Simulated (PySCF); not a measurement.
C₇H₁₂.
SMILES with atom numbers: `[CH3:1][C@H:2]1[C@@H:3]2[CH2:4][CH2:5][C@H:6]1[CH2:7]2`

Structure used (PBE0-D3(BJ)/def2-SVP), in Å, numbered top down from 1:
```xyz
19
C7H12 angstrom
C      2.2298   -0.2098   -0.2961
C      0.7664   -0.5495   -0.1029
C     -0.0075    0.1996    1.0169
C     -1.3737   -0.4914    0.9594
C     -1.5745   -0.5088   -0.5839
C     -0.2703    0.1767   -1.0042
C     -0.1964    1.3481    0.0007
H      2.8362   -0.6232    0.5252
H      2.6088   -0.6427   -1.2354
H      2.4194    0.8730   -0.3324
H      0.6537   -1.6491   -0.0757
H      0.4350    0.3667    2.0101
H     -1.3480   -1.5012    1.3973
H     -2.1536    0.0808    1.4850
H     -1.6588   -1.5282   -0.9912
H     -2.4644    0.0541   -0.9052
H     -0.0967    0.3204   -2.0810
H      0.6938    1.9780   -0.1229
H     -1.0863    1.9898    0.1094
```

NICS is the negative of the GIAO shielding at a point without a nucleus: at the ring centre (0) and 1 Å above and below it (1); zz is the component along the ring normal. Level: GIAO KT3/pcSseg-1 (PySCF, non-relativistic, gas phase) on the PBE0-D3(BJ)/def2-SVP geometry, one conformer.

Ring bond lengths (Å): C2–C3 1.554, C3–C4 1.532, C4–C5 1.556, C5–C6 1.532, C6–C2 1.554; C2–C3 1.554, C3–C7 1.545, C7–C6 1.545, C6–C2 1.554.

**Question.** Give the NICS values of each ring in ppm.

**Answer.** 
```csv
ring,type,NICS(0),"NICS(1), two faces","NICS(1)zz, two faces",rms pucker (Å),"centre to ring atoms, mean (Å)"
C2–C3–C4–C5–C6,5-membered carbocycle; formal bonds all single,-6.9,-3.5 / -18.7,-4.2 / -19.9,0.33,1.24
C2–C3–C7–C6,4-membered carbocycle; formal bonds all single,-10.6,-10.3 / -4.0,-17.6 / -3.0,0.24,1.07
```

**Question.** What can be read from them?

**Answer.** 
- C2–C3–C4–C5–C6: mean NICS(1)zz -12.1 ppm, shielded. C2, C3, C4, C5, C6 have four or more neighbours, and the NICS criterion for π rings isn't applied. The two faces differ by 15.7 ppm, so no symmetry operation interchanges them.
- C2–C3–C7–C6: mean NICS(1)zz -10.3 ppm, shielded. C2, C3, C6, C7 have four or more neighbours, and the NICS criterion for π rings isn't applied. The two faces differ by 14.6 ppm, so no symmetry operation interchanges them.

**Question.** What field does 11.7 T along the ring normal induce along that normal at the first NICS(1) probe listed for ring C2–C3–C7–C6, 1 Å off the ring?

**Answer.** NICSzz × B0 = -17.6 ppm × 11.7 T = -206 μT, against the applied field.

**Question.** List the ring angles.

**Answer.** 
- C2–C3–C4–C5–C6: C2 82.0°, C3 101.5°, C4 99.1°, C5 99.0°, C6 101.5°; sum 483.1° against 540° for a flat convex ring.
- C2–C3–C7–C6: C2 82.0°, C3 86.9°, C7 82.5°, C6 86.9°; sum 338.2° against 360° for a flat convex ring.

**Question.** What are the shieldings of the ring atoms and their hydrogens in the same run (means over atoms taken as equivalent)?

**Answer.** 
```tsv
atoms	environment	σ isotropic (ppm)
C2	four-membered-ring carbon	132.2
C3 (×2)	sp3 carbon at a ring junction	136.3
C4 (×2)	ring CH2 carbon	150.9
C7	four-membered-ring carbon	145.3
H11	methine hydrogen	29.87
H12 (×2)	methine hydrogen	29.25
H13 (×2)	methylene hydrogen	29.69
H14 (×2)	methylene hydrogen	29.70
H18	methylene hydrogen	29.11
H19	methylene hydrogen	30.37
```

**Question.** How do the values depend on the level or the medium?

**Answer.** 
| level | NICS(0), C2–C3–C4–C5–C6 | mean NICS(1)zz, C2–C3–C4–C5–C6 | NICS(0), C2–C3–C7–C6 | mean NICS(1)zz, C2–C3–C7–C6 |
| --- | --- | --- | --- | --- |
| KT3/pcSseg-1, gas | -6.9 | -12.1 | -10.6 | -10.3 |
| PBE0/pcSseg-1, gas | -7.2 | -12.6 | -11.2 | -10.9 |

The geometry is the same throughout.
